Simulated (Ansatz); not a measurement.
C$_{4}$H$_{5}$Si, doublet, geometry from GFN2-xTB. Base run: B3LYP/def2-SVP (Ansatz, an electronic-structure program).

Ansatz was given this input:
Ansatz 0.2 input:
```yaml
crystal:
  periodic: [false, false, false]
  atoms:
    - {symbol: C, position_ang: [0.44591387, -1.25163106, -0.25016052]}
    - {symbol: C, position_ang: [-0.85427276, -1.18702227, -0.47642741]}
    - {symbol: C, position_ang: [-1.45041082, 0.13547882, -0.23550690]}
    - {symbol: C, position_ang: [-0.61209766, 1.09308108, 0.17677132]}
    - {symbol: Si, position_ang: [1.14625334, 0.39568132, 0.32014655]}
    - {symbol: H, position_ang: [-1.48154538, -1.99980383, -0.81057598]}
    - {symbol: H, position_ang: [-2.51176486, 0.27248353, -0.39774692]}
    - {symbol: H, position_ang: [-0.94808515, 2.09659071, 0.38137223]}
    - {symbol: H, position_ang: [2.07767975, 0.98642045, -0.63647063]}
    - {symbol: H, position_ang: [1.64137302, 0.36533126, 1.69331065]}
basis:
  gaussian:
    orbitals: def2-SVP
hamiltonian:
  xc: b3lyp
magnetization: {spin_polarized: true, initial_magnetization: 1}
```

Variants of this job, named by their change:

```csv
change,ΔE vs base (kcal/mol)
base,0.000
lower_state_search = light,0.000
lower_state_search = off,0.000
"point_charge = charge:1.0 position_ang:1.1964, -4.0229, 3.4443",-3.95
fitting.mean_field = def2-universal-JKFIT,-0.035
lower_state_search = full,0.000
"final_grid = 6, 12, 29",0.003
"point_charge = charge:0.5 position_ang:4.8732, -1.442, -1.5757",-1.10
"final_grid = 10, 20, 41",0.000
nuclear_model = gaussian,0.109
"point_charge = charge:-1.0 position_ang:1.4811, -4.1874, -3.1443",1.31
```
